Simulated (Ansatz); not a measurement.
```yaml
crystal:
  periodic: [false, false, false]
  atoms:
    - {symbol: Si, position_ang: [-1.607804, -0.924856, 0.483743]}
    - {symbol: B, position_ang: [0.088927, 0.039365, -0.043424]}
    - {symbol: C, position_ang: [1.158972, 0.761082, 0.861183]}
    - {symbol: S, position_ang: [2.122243, 1.197836, -0.630302]}
    - {symbol: C, position_ang: [0.750569, 0.306916, -1.445926]}
    - {symbol: H, position_ang: [-2.514684, 0.017557, 1.200838]}
    - {symbol: H, position_ang: [-2.349719, -1.494515, -0.674300]}
    - {symbol: H, position_ang: [-1.283477, -2.036607, 1.423516]}
    - {symbol: H, position_ang: [0.793042, 1.626415, 1.422559]}
    - {symbol: H, position_ang: [1.694797, 0.113934, 1.562555]}
    - {symbol: H, position_ang: [1.062306, -0.587225, -1.995251]}
    - {symbol: H, position_ang: [0.161729, 0.924999, -2.131292]}
basis:
  gaussian: {orbitals: def2-mTZVPP, point_charges: [{charge: 0.50, position_ang: [7.016, 0.552, 0.839]}]}
hamiltonian: {xc: {name: PBEsol}, dispersion: d4}
```

```sh
$ ansatz run in.yaml --threads 4 --pin off --events-out ev --progress --plain --max-ram 10444MiB
```

Shortened log:

```
Functional definition: PBEsol
1440 factors; their error is unknown
mean field evaluation 1: about -21506.9578 eV, gradient 7.2e1 eV
mean field evaluation 2: about -21476.2797 eV, gradient 1.2e2 eV
mean field evaluation 4: about -21519.2741 eV, gradient 7.1e0 eV
mean field evaluation 8: about -21519.4252 eV, gradient 3.0e-1 eV
mean field evaluation 16: about -21519.3894 eV, gradient 1.7e-4 eV
mean field -21519.38940711 eV, -790.8229743454 hartree, gradient 5.1e-5 eV, S^2 0.000000; 0 other end points of the search recorded, 0 dependent functions left out
reference -21519.38945271 eV, -790.8229760211 hartree; 27, 27 occupied and 119, 119 virtual orbitals, 1440 factors
Total energy: -21519.48966636 eV, -790.8266588049 hartree
```

Hardware: 4 threads of a server CPU on a shared host. Wall time 8.6 s, peak host memory 0.55 GiB.
